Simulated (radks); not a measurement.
The numbers below are computed, except where a source is named.
These are the eigenvalues of the occupied orbitals of an atom or ion with whole-number occupations (eV). Level of theory: non-relativistic Kohn-Sham, TPSS, spin-polarised, spherical densities, point nucleus; meta-GGA in the generalised Kohn-Sham scheme (a radial shooting solver on a logarithmic mesh with Libxc functionals).

| orbital | eigenvalue |
|---|---|
| 1s up | -1268.713 |
| 1s down | -1268.637 |
| 2s up | -86.2821 |
| 2s down | -86.1324 |
| 2p up | -52.5428 |
| 2p down | -52.3945 |
| 3s up | -8.4629 |
| 3d up | -0.7507 |

Which element is it, and in what charge state? The configuration may be excited. Open shells, if any, are filled with parallel spins first.

Answer. Z = 12, magnesium, charge 0: Mg in [Ne] 3s1 3d1. The list shows which subshells hold electrons but not how many an open one holds; the 1s level, -46.624 hartree, gives Z - s = 9.7 by -(Z - s)^2/2, which with screening narrows Z to a few neighbours, and the depths of the outer levels then fix element, charge and occupations together.
